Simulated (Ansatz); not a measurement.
Ge(vinyl)3(pyrrolidide) (C10H17GeN), relaxed as a singlet with RKS PBE-D4/def2-SVP in Ansatz, starting from the GFN2-xTB geometry. Force threshold 0.03 eV/Å.

Start:

```xyz
29

Ge    0.087    0.628   -0.739
C     0.564   -0.066   -2.519
C     1.591   -0.863   -2.756
H    -0.056    0.265   -3.343
H     2.227   -1.200   -1.953
H     1.841   -1.212   -3.748
C    -1.886    0.619   -0.526
C    -2.698   -0.163   -1.217
H    -2.298    1.256    0.248
H    -2.324   -0.816   -1.991
H    -3.766   -0.185   -1.054
C     0.808    2.429   -0.401
C     0.087    3.536   -0.365
H     1.878    2.486   -0.247
H    -0.981    3.520   -0.520
H     0.522    4.509   -0.181
N     1.010   -0.450    0.465
C     1.073   -0.040    1.854
C    -0.133   -0.700    2.540
C    -0.412   -1.940    1.673
C     0.635   -1.848    0.549
H     1.073    1.046    1.943
H     2.004   -0.427    2.287
H    -0.987   -0.022    2.525
H     0.084   -0.957    3.576
H    -0.312   -2.867    2.234
H    -1.417   -1.898    1.252
H     1.525   -2.430    0.822
H     0.262   -2.212   -0.408
```

**Question.** Estimate the energy that the relaxation releases and the steps that it takes.

**Answer.** 5.8 kcal/mol, in 7 steps; 40 s on 4 threads of Arm Neoverse V1 on a shared host. No frequencies were taken in this run, so the end may be a saddle point.

**Question.** Does the start keep its bonding and symmetry?

**Answer.** By distances, no bond broke or formed. The bond that changes most is C3–H5, from 1.08 to 1.10 Å (atoms count from 1).

**Question.** Predict the relaxed structure.

**Answer.** 
```xyz
29

Ge    0.1041    0.6307   -0.7674
C     0.5858   -0.0390   -2.5386
C     1.6473   -0.8431   -2.7366
H    -0.0182    0.2873   -3.4052
H     2.2761   -1.1727   -1.8909
H     1.9376   -1.1986   -3.7414
C    -1.8438    0.5925   -0.5487
C    -2.6580   -0.1418   -1.3327
H    -2.2840    1.1399    0.3060
H    -2.2748   -0.7128   -2.1978
H    -3.7458   -0.2105   -1.1531
C     0.7866    2.4291   -0.4361
C    -0.0003    3.5163   -0.3259
H     1.8835    2.5495   -0.3674
H    -1.1005    3.4518   -0.3993
H     0.4151    4.5271   -0.1648
N     0.9878   -0.4947    0.4413
C     1.1387   -0.0616    1.8309
C    -0.0612   -0.6730    2.6022
C    -0.4558   -1.9173    1.7588
C     0.5154   -1.8788    0.5461
H     1.1977    1.0433    1.9081
H     2.0950   -0.4706    2.2400
H    -0.8983    0.0547    2.6445
H     0.2001   -0.9278    3.6495
H    -0.3625   -2.8640    2.3279
H    -1.5065   -1.8434    1.4126
H     1.3884   -2.5490    0.7394
H     0.0504   -2.2235   -0.4011
```
Bond lengths: 6 × C–C 1.35 to 1.55 Å; 3 × C–Ge 1.95 to 1.96 Å; 2 × C–N 1.46 to 1.47 Å; 1 × Ge–N 1.87 Å; 17 × C–H 1.10 to 1.12 Å.
